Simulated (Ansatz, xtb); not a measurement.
Two isomers of C4H13BSi

Structure I: `B[C@H](C)[SiH2]CC`, a singlet. Structure II: `CCB(C)C[SiH3]`, a singlet. Both are isolated molecules in the gas phase, relaxed with B3LYP/def2-SVP; each stands in its lowest conformer found.

Estimate E(II) − E(I) at the level CCSD(T)/def2-SVP + ΔMP2/def2-TZVPP.

Calculated at CCSD(T)/def2-SVP + ΔMP2/def2-TZVPP: E(II) − E(I) = −16.9 kcal/mol, so structure II lies lower.

The same difference at several levels:

```csv
level,geometry,E(II) − E(I) (kcal/mol),departure from the last row (kcal/mol),"job, with rough time for the two"
GFN2-xTB,GFN2-xTB,−4.1,+12.8,"optimisation, 0.37 s"
HF/STO-3G,GFN2-xTB,−13.7,+3.2,"single point, 0.34 s"
r2SCAN-D4/def2-SVP,GFN2-xTB,−20.2,−3.3,"single point, 3.8 s"
B3LYP/def2-SVP,B3LYP/def2-SVP,−19.2,−2.3,"optimisation, 1.9 min"
HF/def2-SVP,B3LYP/def2-SVP,−18.7,−1.8,part of the CCSD(T) run
MP2/def2-SVP,B3LYP/def2-SVP,−18.2,−1.3,part of the CCSD(T) run
CCSD(T)/def2-SVP,B3LYP/def2-SVP,−18.0,−1.1,single point
CCSD(T)/def2-SVP + ΔMP2/def2-TZVPP,B3LYP/def2-SVP,−16.9,,"single point, 72 s"
```

As drawn, II has 2 C–B, 1 C–H, 1 Si–H in place of 1 C–C, 1 C–Si, 2 B–H.

The levels shown agree on the order. The largest departure from CCSD(T)/def2-SVP + ΔMP2/def2-TZVPP is that of GFN2-xTB, 12.8 kcal/mol. The last row adds to CCSD(T) the change of the MP2 difference between the two basis sets, here +1.1 kcal/mol.

With thermal terms from frequencies at re-optimised GFN2-xTB minima (ideal gas, soft modes damped towards free rotors, one conformer each, 298.15 K, 1 atm): the zero-point term adds −0.5 kcal/mol; ΔH is −17.1 and ΔG −18.0 kcal/mol.

The correlated steps freeze 10 core orbitals. Mirror images aren't counted in ΔG. Programs: Ansatz 0.2.0, xtb 6.7.1; the last row on 4 threads of Arm Neoverse V2 on a shared host.
